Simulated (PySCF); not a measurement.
Polarisability and C₆ of Tl (thallium, neutral)

[Xe] 4f14 5d10 6s2 6p1, 2P determinant. Calculation: PySCF 2.14, in aug-cc-pVQZ-PP with ECP60MDF (7s7p5d3f2g, 92 functions); scalar relativity through the core potential. Coupled (time-dependent) response in atomic units; α is the mean over directions.

| method | mean α (bohr³) | α xx, yy, zz | C₆ (like pair) | S(−4) |
| --- | --- | --- | --- | --- |
| UHF | 76.80 | 56.29, 117.8, 56.29 | 833.4 | 3925 |
| PBE | 86.04 | 58.93, 140.3, 58.93 | 890.2 | 6539 |
| PBE0 | 78.92 | 55.58, 125.6, 55.58 | 822.9 | 4893 |

S(−4) is the Cauchy moment in α(ω) = α(0) + S(−4) ω² + …

Reference α: 50 ± 2 bohr³ (recommended; Schwerdtfeger and Nagle, table of static dipole polarizabilities (2023 update)). Published C₆: 509.0 (Gould and Bucko (2016)).

Spin-orbit coupling is absent.

α(iu) at PBE:

```
u (hartree)  α(iu) (bohr³)
          0          86.04
     0.0500          73.42
      0.100          54.94
      0.200          33.33
      0.300          23.05
      0.500          13.65
      0.750          8.747
       1.00          6.308
       1.50          3.878
       2.00          2.661
       3.00          1.472
       5.00         0.6284
```

The components differ because the open shell of this determinant is not spherical; for a pure term their mean is the scalar polarisability.

Energies and moments cover only the electrons outside the core potential. Spin-orbit coupling, absent here, splits the open shell strongly.
